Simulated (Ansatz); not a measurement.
Se(Br)(Me) (CH3BrSe), SMILES C[Se]Br.

Geometry optimised at B3LYP-D3(BJ)/def2-SVP.

Two levels are set side by side: PBE/def2-SVPD (Ansatz, a first-principles code) and PBE0/def2-SVPD (Ansatz). Energy differences of separate SCF runs at the same geometry; the states with an electron removed or added have multiplicity 2 and 2. Differences are taken from unrounded values.

| quantity | PBE0 | PBE | PBE minus PBE0 |
|---|---|---|---|
| vertical ionisation energy (eV) | 8.79 | 8.57 | -0.22 |
| vertical electron affinity (eV) | 0.72 | 0.71 | -0.02 |
| vertical singlet–triplet gap (eV) | 1.86 | 1.80 | -0.07 |
